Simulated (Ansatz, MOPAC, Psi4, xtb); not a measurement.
Relaxed torsion scan: C₇H₆OS, SMILES C=Cc1ccc(C=O)s1. Scanned: dihedral S9–C6–C7–O8; all other coordinates were relaxed at B3LYP-D3(BJ)/def2-SVP. Points at φ and −φ are mirror images.

Atom numbering (GFN2-xTB optimised geometry, Å):
```
15

C     -2.9165     0.9233     0.1223
C     -2.1875    -0.1893     0.1316
C     -0.7541    -0.2329     0.0209
C      0.0297    -1.3691     0.0272
C      1.3915    -1.0982    -0.0967
C      1.6650     0.2497    -0.1993
C      2.9526     0.8806    -0.3390
O      3.1532     2.0683    -0.4262
S      0.2098     1.1943    -0.1411
H     -3.9881     0.8974     0.2084
H     -2.4581     1.8938     0.0276
H     -2.6639    -1.1568     0.2273
H     -0.3799    -2.3596     0.1191
H      2.1586    -1.8521    -0.1120
H      3.7877     0.1505    -0.3610
```

- B3LYP/def2-TZVP // B3LYP-D3(BJ)/def2-SVP (Psi4)
- PM6, restricted, heats of formation // B3LYP-D3(BJ)/def2-SVP (MOPAC)
- RHF/cc-pVTZ // B3LYP-D3(BJ)/def2-SVP (Ansatz, an electronic-structure program)
- MP2/cc-pVDZ = Ansatz with MP2 on RHF/cc-pVDZ, frozen core // B3LYP-D3(BJ)/def2-SVP
- GFN1-xTB // B3LYP-D3(BJ)/def2-SVP (xtb)
- CCSD(T)/cc-pVDZ = CCSD(T) on RHF/cc-pVDZ, frozen core // B3LYP-D3(BJ)/def2-SVP (Ansatz)

Energies in kJ/mol, each method relative to its own lowest point.

```tsv
φ / °	B3LYP/def2-TZVP	PM6	RHF/cc-pVTZ	MP2/cc-pVDZ	GFN1-xTB	CCSD(T)/cc-pVDZ
-165	4.6	2.6	5.4	4.3	0.0	3.9
-135	20.3	8.6	19.4	19.5	13.1	18.2
-105	41.2	12.5	34.9	39.7	29.8	36.1
-75	40.9	12.1	34.5	39.9	30.2	36.5
-45	18.7	7.3	17.3	18.7	14.4	17.7
-15	0.0	0.0	0.0	0.0	1.6	0.0
15	0.0	0.0	0.0	0.0	1.6	0.0
45	18.7	7.3	17.3	18.7	14.4	17.7
75	40.9	12.1	34.5	39.9	30.2	36.5
105	41.2	12.5	34.9	39.7	29.8	36.1
135	20.3	8.6	19.4	19.5	13.1	18.2
165	4.6	2.6	5.4	4.3	0.0	3.9
```

Root-mean-square difference from the CCSD(T)/cc-pVDZ profile, itself a level with limits, after the best constant shift (kJ/mol): B3LYP/def2-TZVP 1.9, PM6 9.6, RHF/cc-pVTZ 1.3, MP2/cc-pVDZ 1.4, GFN1-xTB 2.7.
